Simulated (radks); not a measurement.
Values are calculated unless marked as measured or tabulated.
All-electron atom: Si2.4+ in [He] 2s1.6 2p6 3s2 (fractional occupations, a model configuration). Level of theory: Dirac Kohn-Sham, PBE, spin-unpolarised, spherical densities, finite nucleus; Fermi nuclear charge, rms radius 3.1224 fm (a radial shooting solver on a logarithmic mesh with Libxc functionals). Some entries of the table are withheld. Estimate them.

| orbital | occ. | eigenvalue (hartree) | <1/r> (bohr^-1) | <r> (bohr) |
|---|---|---|---|---|
| 1s1/2 | 2 | -67.04771 | (1) | 0.1112 |
| 2s1/2 | 1.6 | -6.38979 | 2.611 | 0.5614 |
| 2p1/2 | 2 | (2) | 2.505 | 0.5259 |
| 2p3/2 | 4 | (3) | 2.492 | 0.5280 |
| 3s1/2 | 2 | (4) | 0.7385 | (5) |

Answer. 
(1) 1s1/2 <1/r> (bohr^-1): 13.64
(2) 2p1/2 eigenvalue (hartree): -4.80402
(3) 2p3/2 eigenvalue (hartree): -4.77944
(4) 3s1/2 eigenvalue (hartree): -1.26550
(5) 3s1/2 <r> (bohr): 1.855
